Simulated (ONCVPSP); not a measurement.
**Reading a pseudo-wave (silicon (Si))**

Columns: radius, all-electron u(r) and pseudo u(r) of the 2p shell (level -110.73 eV) of silicon in the configuration [He] 2s2 2p6 3s2 3p0.5; PBE, scalar-relativistic, ONCV scheme, ONCVPSP 4.0.1.

```json
{"r (bohr)": "0.050", "all-electron": "0.1552", "pseudo": "0.0663"}
{"r (bohr)": "0.100", "all-electron": "0.4467", "pseudo": "0.2504"}
{"r (bohr)": "0.150", "all-electron": "0.7362", "pseudo": "0.5120"}
{"r (bohr)": "0.200", "all-electron": "0.9723", "pseudo": "0.7983"}
{"r (bohr)": "0.250", "all-electron": "1.1423", "pseudo": "1.0581"}
{"r (bohr)": "0.300", "all-electron": "1.2484", "pseudo": "1.2526"}
{"r (bohr)": "0.350", "all-electron": "1.3010", "pseudo": "1.3658"}
{"r (bohr)": "0.400", "all-electron": "1.3103", "pseudo": "1.3989"}
{"r (bohr)": "0.450", "all-electron": "1.2879", "pseudo": "1.3705"}
{"r (bohr)": "0.500", "all-electron": "1.2422", "pseudo": "1.3024"}
{"r (bohr)": "0.550", "all-electron": "1.1812", "pseudo": "1.2165"}
{"r (bohr)": "0.600", "all-electron": "1.1106", "pseudo": "1.1268"}
{"r (bohr)": "0.650", "all-electron": "1.0346", "pseudo": "1.0401"}
{"r (bohr)": "0.700", "all-electron": "0.9566", "pseudo": "0.9577"}
{"r (bohr)": "0.750", "all-electron": "0.8790", "pseudo": "0.8790"}
{"r (bohr)": "0.800", "all-electron": "0.8035", "pseudo": "0.8033"}
{"r (bohr)": "0.850", "all-electron": "0.7312", "pseudo": "0.7311"}
{"r (bohr)": "0.900", "all-electron": "0.6629", "pseudo": "0.6628"}
{"r (bohr)": "0.950", "all-electron": "0.5991", "pseudo": "0.5990"}
{"r (bohr)": "1.000", "all-electron": "0.5398", "pseudo": "0.5397"}
{"r (bohr)": "1.050", "all-electron": "0.4852", "pseudo": "0.4851"}
{"r (bohr)": "1.100", "all-electron": "0.4351", "pseudo": "0.4350"}
{"r (bohr)": "1.150", "all-electron": "0.3894", "pseudo": "0.3894"}
{"r (bohr)": "1.200", "all-electron": "0.3480", "pseudo": "0.3479"}
{"r (bohr)": "1.250", "all-electron": "0.3105", "pseudo": "0.3104"}
{"r (bohr)": "1.300", "all-electron": "0.2767", "pseudo": "0.2767"}
```

**Question.** How many radial nodes do the two functions have?

**Answer.** The all-electron 2p function has n − l − 1 = 0; the pseudo-wave has 0.

**Question.** At about which radius was the pseudo-wave matched?

**Answer.** 0.85 bohr. The columns agree to 0.0005 from 0.75 bohr on; several derivatives are matched, so the curves merge somewhat inside the radius.

**Question.** Is the pseudo-wave norm-conserving?

**Answer.** Yes: the ONCV scheme keeps the norm inside the radius equal to the all-electron one, which fixes the energy derivative of the logarithmic derivative at the level.
